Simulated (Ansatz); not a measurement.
Reaction (cleavage of the Si–B bond): `B[SiH](F)Cl` + NH₃ → `N[SiH](F)Cl` + BH₃

Gas-phase electronic energies from Ansatz, PBE0-D4/def2-TZVP geometries. CBS: MP2 limit from def2 TZ/QZ plus the TZ coupled-cluster correction, frozen cores. This one scheme is used for every species. Each species was taken in one conformer, which may not be the lowest.

`B[SiH](F)Cl`:

```xyz
7

B    -0.201   -1.175   -0.281
Si    0.064    0.694    0.373
F     1.357    0.879    1.290
Cl    0.383    1.677   -1.408
H    -1.279   -1.528   -0.653
H     0.722   -1.922   -0.396
H    -1.047    1.375    1.076
```

NH₃:

```xyz
4

N     0.251    0.109   -0.067
H     0.188   -0.869   -0.319
H     0.067    0.172    0.927
H    -0.505    0.588   -0.540
```

`N[SiH](F)Cl`:

Cartesian coordinates in Å:
```
N 0.092 0.762 -0.749
Si -0.180 -0.428 0.413
F 0.151 0.018 1.907
Cl 1.064 -1.993 0.012
H 1.008 0.950 -1.121
H -0.543 1.533 -0.876
H -1.591 -0.843 0.413
```

BH₃:

```xyz
4

B     0.000    0.000    0.000
H    -0.399   -1.099   -0.242
H     1.157    0.258   -0.136
H    -0.759    0.840    0.378
```

```tsv
species	MP2/def2-SVP energy (Eh)
`B[SiH](F)Cl`	-874.53001
NH₃	-56.33509
`N[SiH](F)Cl`	-904.43928
BH₃	-26.46278
```

(1) Work out ΔE.

Largest T1 diagnostic among the species: 0.011.

Results:

(1) ΔE = (-904.43928) + (-26.46278) − (-874.53001) − (-56.33509) = -0.03696 Eh = -23.2 kcal/mol. CCSD(T)/CBS gives -22.0 kcal/mol.

From BLYP to BHLYP (50 % exact exchange), in def2-TZVPP and without D4, ΔE moves by −4.0 kcal/mol. Leaving LDA and LC-ωPBE aside and taking each functional with its dispersion term where it has one, the values, not all of them listed here, spread over 6.0 kcal/mol, from BHLYP-D4 to PBE-D4. LDA lies −1.9 kcal/mol from PBE without D4.
